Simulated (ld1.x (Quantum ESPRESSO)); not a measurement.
## Which setting gave this result? (manganese, PAW)

Base potential:

| Quantity | Value |
| --- | --- |
| Element | Mn |
| Generator | ld1.x (Quantum ESPRESSO) 7.5 |
| Type | PAW |
| Functional | LDA (PZ) |
| Relativity | scalar-relativistic |
| Frozen core | [Ne] |
| Valence charge | 15 |
| Reference configuration | 3s2 3p6 3d5 4s1.75 4p0 (charge +0.25) |
| Partial waves | 3s (bound): rcut 1.15, rcutus 1.35 bohr; 4s (bound): rcut 1.15, rcutus 1.35 bohr; 3p (bound): rcut 1.30, rcutus 1.75 bohr; 4p (bound, empty): rcut 1.30, rcutus 1.75 bohr; 3d (bound): rcut 1.15, rcutus 1.30 bohr; 3d channel at -0.3 Ry: rcut 1.15, rcutus 1.30 bohr |
| Local potential | all-electron potential smoothed inside 1.45 bohr (lloc = -2) |
| Core correction | a·sin(br)/r model core, default radius (ld1.x builds one for every PAW set, though the input has nlcc=.false.) |
| Augmentation charge | BG, radius 0.95 bohr |

Cutoffs, loose and tight: the cutoffs (Ry, on a coarse ladder) from which the occupation-weighted sum of valence levels, in a spherical-Bessel basis at the reference potential, stays within 10 and 1 mRy of its value at 400 Ry. They do not see the model core or the augmentation charge, which bear on the density cutoff. Test errors are all-electron minus pseudo excitation energies from the reference, over the configurations 3s2 3p6 3d5 4s2 4p0; 3s2 3p6 3d5 4s1 4p0; 3s2 3p6 3d5 4s0 4p0; 3s2 3p5 3d5 4s2 4p0; 3s2 3p6 3d5 4s0 4p2; 3s2 3p6 3d5 4s1.5 4p0; 3s2 3p6 3d4 4s2 4p1 (two spin-polarised tests are not counted in the largest error); variants that change the core or the reference have their own tests.

Only the scale of all radii but the core radius (base = 1) is moved:

```csv
scale of all radii but the core radius (base = 1),"cutoff, loose","cutoff, tight",bound ghosts,largest test error (meV)
0.75,110 Ry,180 Ry,none,-13 over the solved tests; test run stopped at test 8 of 9 (negative rho)
0.87,80 Ry,140 Ry,none,+226
0.98,60 Ry,110 Ry,none,+18 over the solved tests; test run stopped at test 4 of 9 (negative rho)
1.15,45 Ry,80 Ry,none,+45 over the solved tests; test run stopped at test 4 of 9 (negative rho)
1.29,35 Ry,60 Ry,none,+17 over the solved tests; test run stopped at test 3 of 9 (negative rho)
1.38,35 Ry,50 Ry,none,+31 over the solved tests; test run stopped at test 3 of 9 (negative rho)
```

Q: One more run gave cutoff, loose: 50 Ry; cutoff, tight: 90 Ry; bound ghosts: none; largest test error (meV): +37 over the solved tests; test run stopped at test 4 of 9 (negative rho). Which value of the scale of all radii but the core radius (base = 1) was used?

A: 1.09. The tight cutoff moves one way along this sweep, from 180 Ry at 0.75 to 50 Ry at 1.38, which places the run between 0.98 and 1.15.
